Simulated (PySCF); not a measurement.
Si(H)(F)(OH)(NH2) (FH4NOSi), SMILES F[SiH](N)O. Atoms are numbered in the order given.

```xyz
8

Si    -0.0326    -0.1816    -0.2878
N      1.4958    -0.5129     0.3725
O     -0.1287     1.4543    -0.5168
F     -1.2918    -0.5564     0.6841
H     -0.2287    -1.0022    -1.5036
H      1.9465    -1.4151     0.2840
H      1.9311     0.0835     1.0664
H     -1.0079     1.8399    -0.4473
```
Charge 0, spin multiplicity 1.

The structure is a stationary point at ωB97X-D3(BJ)/def2-SVP. Other conformers were not sampled.

Calculation: TDA-PBE0/def2-SVPD (PySCF).

Vertical excitations. 

| state | energy (eV) | λ (nm) | f | main pairs |
|---|---|---|---|---|
| S1 | 7.17 | 173 | 0.048 | HOMO→LUMO 73 %, HOMO→LUMO+1 26 % |
| S2 | 7.55 | 164 | 0.005 | HOMO→LUMO+1 73 %, HOMO→LUMO 24 % |
| S3 | 8.30 | 149 | 0.030 | HOMO−1→LUMO 82 % |
| S4 | 8.51 | 146 | 0.015 | HOMO→LUMO+3 62 %, HOMO→LUMO+2 22 %, HOMO→LUMO+5 10 % |
| S5 | 8.67 | 143 | 0.046 | HOMO→LUMO+2 64 %, HOMO→LUMO+3 20 % |
| S6 | 9.01 | 138 | 0.069 | HOMO−1→LUMO+1 72 %, HOMO−1→LUMO 14 % |
| S7 | 9.16 | 135 | 0.037 | HOMO−2→LUMO 46 %, HOMO→LUMO+4 36 % |
| S8 | 9.24 | 134 | 0.063 | HOMO→LUMO+4 37 %, HOMO−2→LUMO 26 %, HOMO→LUMO+5 14 %, HOMO−1→LUMO+1 7 % |
| S9 | 9.27 | 134 | 0.007 | HOMO→LUMO+5 68 %, HOMO→LUMO+3 12 %, HOMO→LUMO+4 10 % |
| S10 | 9.59 | 129 | 0.077 | HOMO−1→LUMO+2 85 % |
| T1 | 6.73 | 184 | 0 | HOMO→LUMO 50 %, HOMO→LUMO+1 46 % |
| T2 | 7.41 | 167 | 0 | HOMO→LUMO+1 48 %, HOMO→LUMO 40 % |
| T3 | 7.85 | 158 | 0 | HOMO−1→LUMO 70 %, HOMO−1→LUMO+1 19 % |
| T4 | 7.87 | 158 | 0 | HOMO→LUMO+2 81 % |
Triplets are in the Tamm–Dancoff approximation.
